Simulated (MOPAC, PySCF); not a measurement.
Energy landscape of O3S, singlet: umbrella (inversion) coordinate, bond length relaxed. Scanned: angle between the S-O bonds and the threefold axis (90 = planar). Other coordinates (S-O bond length) were minimised at B3LYP/def2-TZVP.

- PM7, restricted, heats of formation (MOPAC)
- RMP2/6-31G* = restricted MP2 (frozen core)/6-31G*, spherical d run with PySCF 2.14.0
- MP2 on RHF/cc-pVDZ, 8 core orbitals frozen (PySCF)

Energies in kJ/mol, each method relative to its own lowest point.

| a / ° | PM7 | RMP2/6-31G* | MP2 |
|---|---|---|---|
| 90 | 0.0 | 0.0 | 0.0 |
| 93 | 3.7 | 4.2 | 4.3 |
| 96 | 14.8 | 16.7 | 17.3 |
| 99 | [?] | 37.9 | 39.2 |
| 102 | [?] | 68.0 | 70.0 |
| 105 | 93.7 | 107.4 | 110.0 |
| 108 | [?] | 156.8 | 159.6 |
| 111 | [?] | 217.3 | 220.0 |
| 114 | 247.4 | 289.9 | 292.0 |
| 117 | [?] | 376.3 | 377.3 |
| 120 | 402.3 | 476.6 | 474.6 |
| 123 | 488.8 | 604.4 | 603.9 |
| 126 | — | 756.8 | 757.1 |
| 129 | — | 936.9 | 937.3 |
| 132 | — | 1148.0 | 1147.2 |

Problem. Fill in the missing entries.

Solution. 
- 99, PM7: 33.4
- 102, PM7: 59.6
- 108, PM7: 136.1
- 111, PM7: 187.1
- 117, PM7: 317.7

A dash means that the run gave no value there, or that the column was ended at a point which the program doubted or which failed a test of continuity chosen for this set; such a test can also cut sound points.
